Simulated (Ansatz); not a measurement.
```yaml
crystal:
  periodic: [false, false, false]
  atoms:
    - {symbol: Al, position_ang: [0.550735, 1.325962, -1.376388]}
    - {symbol: Al, position_ang: [-1.336793, 0.316905, 1.390650]}
    - {symbol: Ga, position_ang: [-1.035187, 2.644043, 0.282592]}
    - {symbol: Ga, position_ang: [-0.152949, -0.924657, -0.491157]}
    - {symbol: Ga, position_ang: [1.068506, 0.146883, 2.235613]}
    - {symbol: Ga, position_ang: [2.440392, -0.254284, -0.080827]}
    - {symbol: Ga, position_ang: [1.498695, 2.237848, 0.904416]}
basis:
  gaussian: {orbitals: cc-pVDZ}
magnetization: {spin_polarized: true, initial_magnetization: 1}
hamiltonian: {xc: {name: HF}, pseudopotentials: {relativity: none}}
correlation: {method: rpa, electrons: all}
```

```sh
$ ansatz run in.yaml --threads 6 --pin off --events-out ev --progress --plain --max-ram 7833MiB
```

Output, abridged:

```
Functional definition: HF
1984 factors; integrals over basis functions are off by at most 3.2e-4 eV
mean field evaluation 1: about -274831.7084 eV, gradient 7.7e0 eV
mean field evaluation 2: about -274831.7260 eV, gradient 7.7e0 eV
mean field evaluation 4: about -274832.5609 eV, gradient 2.1e0 eV
mean field evaluation 8: about -274832.7500 eV, gradient 4.4e-1 eV
mean field evaluation 16: about -274832.7893 eV, gradient 1.2e0 eV
mean field evaluation 32: about -274831.2999 eV, gradient 7.6e0 eV
mean field evaluation 64: about -274832.8260 eV, gradient 3.3e-1 eV
mean field evaluation 96: about -274832.8689 eV, gradient 6.0e-6 eV
mean field evaluation 128: about -274831.1453 eV, gradient 3.1e0 eV
mean field -274832.86890539 eV, -10099.9216438637 hartree, gradient 3.0e-6 eV, S^2 1.584607; 12 other end points of the search recorded, 0 dependent functions left out
reference -274832.86890539 eV, -10099.9216438637 hartree; 91, 90 occupied and 80, 81 virtual orbitals, 1984 factors
Total energy: -274850.34886098 eV, -10100.5640203835 hartree
```

Hardware: 6 threads of Intel Xeon on a shared host. Wall time 3.1 min, peak host memory 1.6 GiB.

Correlated methods freeze no core orbitals; core or outer-core shells of Ga are correlated, in sets that lack core-valence functions. The charge 0 doublet is spin-contaminated (final ⟨S²⟩ up to 1.58, 0.75 for a pure state).
